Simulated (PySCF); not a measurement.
C₂H₆BCl, SMILES CCBCl. Coordinates come from a B3LYP-D3(BJ)/def2-SVP optimisation. Other conformers were not sampled.

Give the equilibrium geometry at B3LYP-D3(BJ)/def2-SVP (PySCF confirms it by a frequency run) as a Z-matrix. (The exact figures need the calculation; the answer reports its results.)

This is not unique; one that fits is 
```
C
H 1 1.1035
H 1 1.1131 2 104.37
C 1 1.5343 2 111.80 3 -118.19
H 4 1.1014 1 111.84 2 57.04
H 4 1.1018 5 107.66 1 -122.65
H 4 1.1020 5 107.33 6 -115.06
B 1 1.5598 2 111.21 3 110.67
H 8 1.2055 1 122.92 2 155.98
Cl 8 1.7638 9 115.92 1 -177.34
```
Charge 0, spin multiplicity 1.
